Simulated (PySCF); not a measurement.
# Worked example: entropy of an ideal gas

SiHCl, SMILES [SiH]Cl (connectivity only; charge and spin as stated), neutral, multiplicity 1.

Coordinates come from a r2SCAN-D4/def2-TZVP optimisation. The isomer is the one that the SMILES or the coordinates give; other isomers of the formula were not compared.

r2SCAN-D4/def2-TZVP in PySCF gives the harmonic wavenumbers 519, 816, 2000 cm⁻¹ and the rotational temperatures 10.7777, 0.3487, 0.3378 K. The molar mass is 64.54 g/mol, the symmetry number 1, the spin multiplicity 1.

**Question.** Work out the entropy at 298.15 K and 1 atm in the rigid-rotor, harmonic-oscillator model.

**Answer.** 
Translation (Sackur–Tetrode at 1 atm): S = R[1.5 ln M + 2.5 ln T − 1.16487] = 160.7 J/(mol K).
Rotation: q = (√π/σ) T^1.5/√(θA θB θC) = 8100, S = R[ln q + 3/2] = 87.3 J/(mol K).
Vibration: with u = 1.4388 ν/T, each mode gives R[u/(e^u − 1) − ln(1 − e^−u)]:
```json
[
 {"ν (cm⁻¹)": "519", "modes": "1", "u": "2.50", "S (J/(mol K))": "2.56"},
 {"ν (cm⁻¹)": "816", "modes": "1", "u": "3.94", "S (J/(mol K))": "0.81"},
 {"ν (cm⁻¹)": "2000", "modes": "1", "u": "9.65", "S (J/(mol K))": "0.01"}
]
```
These are all the modes. Sum 3.4 J/(mol K).
Spin: R ln 1 = 0.0 J/(mol K).
Total 251.4 J/(mol K); the program's own thermochemistry gives 251.4. Translation makes up 64 % and vibration 1 %. Anharmonicity, hindered rotation and orbital degeneracy are left out.
